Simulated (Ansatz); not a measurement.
`C/C(Cl)=[CH]\[AlH2]` + `OC[SiH2][SiH3]` → `[AlH2][O]C[SiH2][SiH3]` + `C=C(C)Cl`  (ligand exchange at the Al–C bond)

Gas-phase electronic energies from Ansatz, PBE0-D4/def2-TZVP geometries. CCSD(T)/CBS is the MP2 limit (def2-TZVPP, def2-QZVPP) plus CCSD(T) − MP2 in def2-TZVPP, frozen cores. Functionals use def2-TZVPP. B3LYP here is the variant with VWN-RPA as its local correlation; programs differ in this. One conformer a species, not always the lowest.

Is it downhill or uphill in electronic energy at CCSD(T)/CBS, and by how much? (Best estimate.)

Ansatz gave: Downhill: ΔE = -1.29 eV.

What do these levels give: r2SCAN-D4, PBE0-D4, B2PLYP, r2SCAN, B3LYP, HF/def2-TZVPP, SCS-MP2/def2-TZVPP, MP2/def2-QZVPP, SCS-MP2/def2-QZVPP, HF/CBS(def2), MP2/CBS(def2), CCSD/CBS(def2)? (Best estimate.)

Ansatz gave: r2SCAN-D4 -1.26, PBE0-D4 -1.20, B2PLYP -1.33, r2SCAN -1.26, B3LYP -1.33, HF/def2-TZVPP -1.42, SCS-MP2/def2-TZVPP -1.33, MP2/def2-QZVPP -1.30, SCS-MP2/def2-QZVPP -1.33, HF/CBS(def2) -1.44, MP2/CBS(def2) -1.29, CCSD/CBS(def2) -1.32 eV.

Largest T1 diagnostic among the species: 0.014.

In def2-TZVPP, CCSD(T) changes the Hartree–Fock value by +0.13 eV (the triples alone add +0.03 eV) and MP2 by +0.12 eV.
